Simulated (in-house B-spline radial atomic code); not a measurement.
Ionisation energies with and without relativity, with size and susceptibility from the Dirac run. Dirac energy differences include first-order Breit, QED and recoil terms. NIST's values go from ground level to ground level; the uncertainty of those that are theory runs from under 0.1 % in few-electron ions to several per cent in heavy many-electron ones. Computed with a radial B-spline atomic code at the basis-set limit: non-relativistic Hartree-Fock and Dirac-Hartree-Fock, averages of the configuration (point nuclei without relativity, finite nuclei with it).

| ion | configuration | configuration after | ionisation non-relativistic (eV) | ionisation Dirac Breit and QED (eV) | tabulated value (eV) | tabulated kind | radius at density 0.001 (bohr) | diamagnetic susceptibility (10⁻⁶ cm³/mol) |
| --- | --- | --- | --- | --- | --- | --- | --- | --- |
| Cl5+ | [Ne] 3s2 | [Ne] 3s1 | 94.68 | 94.96 | 96.94 | semi-empirical | 2.589 | -4.4757 |
| Ar5+ | [Ne] 3s2 3p1 | [Ne] 3s2 | 90.12 | 90.15 | 91.29 | measured | 2.601 | -5.3744 |
| K5+ | [Ne] 3s2 3p2 | [Ne] 3s2 3p1 | ? | ? | ? | semi-empirical | ? | ? |
| Ca5+ | [Ne] 3s2 3p3 | [Ne] 3s2 3p2 | 104.61 | 104.65 | 108.78 | semi-empirical | 2.516 | -6.4342 |
| Sc5+ | [Ne] 3s2 3p4 | [Ne] 3s2 3p3 | ? | ? | ? | semi-empirical | ? | ? |
| Ti5+ | [Ne] 3s2 3p5 | [Ne] 3s2 3p4 | 119.54 | 119.62 | 119.533 | semi-empirical | 2.399 | -6.921 |
| V5+ | [Ne] 3s2 3p6 | [Ne] 3s2 3p5 | ? | ? | ? | measured | ? | ? |
| Cr5+ | [Ar] 3d1 | [Ne] 3s2 3p6 | 89.87 | 89.53 | 90.6349 | measured | 2.336 | -7.2041 |
| Mn5+ | [Ar] 3d2 | [Ar] 3d1 | 93.42 | 93.04 | 95.604 | measured | 2.323 | -7.3121 |
| Fe5+ | [Ar] 3d3 | [Ar] 3d2 | 96.91 | 96.49 | 98.985 | measured | 2.304 | -7.3764 |
| Co5+ | [Ar] 3d4 | [Ar] 3d3 | 100.34 | 99.88 | 102 | semi-empirical | 2.282 | -7.4074 |
| Ni5+ | [Ar] 3d5 | [Ar] 3d4 | 103.73 | 103.22 | 108 | semi-empirical | 2.259 | -7.4128 |
| Cu5+ | [Ar] 3d6 | [Ar] 3d5 | 107.07 | 106.52 | 103 | semi-empirical | 2.234 | -7.3985 |
| Zn5+ | [Ar] 3d7 | [Ar] 3d6 | 110.37 | 109.77 | 108 | semi-empirical | 2.208 | -7.369 |
| Ga5+ | [Ar] 3d8 | [Ar] 3d7 | 113.64 | 112.98 | 112.7 | tabulated theory | 2.183 | -7.3277 |

Fill in the row of K5+.

ionisation non-relativistic (eV): 97.31; ionisation Dirac Breit and QED (eV): 97.35; tabulated value (eV): 99.44; radius at density 0.001 (bohr): 2.567; diamagnetic susceptibility (10⁻⁶ cm³/mol): -6.0008.

Fill in the row of Sc5+.

ionisation non-relativistic (eV): 112.02; ionisation Dirac Breit and QED (eV): 112.08; tabulated value (eV): 110.68; radius at density 0.001 (bohr): 2.458; diamagnetic susceptibility (10⁻⁶ cm³/mol): -6.7285.

Fill in the row of V5+.

ionisation non-relativistic (eV): 127.19; ionisation Dirac Breit and QED (eV): 127.29; tabulated value (eV): 128.125; radius at density 0.001 (bohr): 2.34; diamagnetic susceptibility (10⁻⁶ cm³/mol): -7.0382.
